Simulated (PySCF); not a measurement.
## C3H12AlN: core ionisation energies

Species: C3H12AlN.
SMILES with atom numbers: `[CH3:1][N+:2]([CH3:3])([CH3:4])[AlH3-:5]`

Theory: delta-SCF UKS SCAN, pcX-2 on the ionised atom, pcseg-1 elsewhere, spin-free X2C (PySCF 2.14.0). Each binding energy is the total energy of the core-ionised species, with the hole localised on one atom, minus that of the ground state; both are solved self-consistently, so orbital relaxation is included.

Q: List the computed XPS lines with their assignment.

A: 
| atom(s) | bonded to | level | binding energy (eV) | count |
| --- | --- | --- | --- | --- |
| Al5 | N and 3 H | Al 1s | 1565.21 | 1 |
| N2 | 3 C and Al | N 1s | 406.55 | 1 |
| C1/C3/C4 | N and 3 H | C 1s | 292.18 | 3 |

Q: Express the binding energy of N 1s of N2 (atom 2) in atomic units and per mole.

A: 406.55 eV = 14.9404 Eh = 39226 kJ/mol.

Q: Which effective nuclear charge Zeff reproduces each element's mean 1s value in the hydrogen-like formula E = 13.606 eV × Zeff²?

A: C (Z = 6): mean 292.2 eV, Zeff = 4.63, Z − Zeff = 1.37; N (Z = 7): mean 406.5 eV, Zeff = 5.47, Z − Zeff = 1.53; Al (Z = 13): mean 1565.2 eV, Zeff = 10.73, Z − Zeff = 2.27. Means run over the listed sites, weighted by atom count.

The first atom of each set that the bonding makes equivalent was ionised and stands for the set. Isolated species at its PBE0-D3(BJ)/def2-SVP geometry, gas phase.
